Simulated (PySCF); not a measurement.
SiF4.NH3, optimised at B3LYP/6-31G*:

```xyz
9

N     -1.4044    -0.4735    -1.1491
Si     0.2529     0.0437     0.0955
F      0.7154    -1.4510    -0.2855
F     -0.9146     0.2199     1.1905
F      1.5047     0.4346     1.0356
F      0.4340     1.1985    -1.0120
H     -2.0684     0.2980    -1.2110
H     -1.8989    -1.2850    -0.7791
H     -1.0943    -0.6982    -2.0942
```

Computed with PySCF (xtb for GFN2) and rigid-rotor harmonic-oscillator thermochemistry at 1 bar. 6-31G* has spherical d functions here. All species are closed-shell singlets. B3LYP is the form with VWN-RPA correlation. Adducts (SiF4.NH3) have no counterpoise correction, and HF, PBE, BLYP, B3LYP and PBE0 lack dispersion. SiF4.NH3: computed as isolated molecules; such fragments, hydroxides, amides, oligomers or adducts are transient or little studied in the gas.

Task: List the harmonic frequencies (cm⁻¹, unscaled) at this level and at the other levels, each on its own geometry.

Result: 
- B3LYP/6-31G*: 148, 162, 162, 260, 286, 286, 387, 387, 441, 715, 715, 730, 906, 997, 997, 1306, 1700, 1700, 3459, 3586, 3586
- GFN2-xTB: 67, 108, 108, 201, 245, 245, 303, 303, 366, 570, 570, 707, 867, 941, 941, 1217, 1500, 1500, 3436, 3456, 3456
- HF/6-31G*: 165, 175, 175, 221, 307, 307, 419, 419, 471, 763, 764, 786, 952, 1060, 1060, 1437, 1832, 1832, 3687, 3818, 3818
- PBE/def2-SVP: 107, 150, 150, 274, 274, 300, 375, 375, 429, 683, 683, 689, 880, 946, 946, 1190, 1568, 1568, 3384, 3512, 3512
- PBE0/def2-TZVP: 144, 162, 162, 280, 302, 302, 403, 403, 455, 719, 720, 725, 876, 966, 966, 1266, 1653, 1653, 3494, 3615, 3616
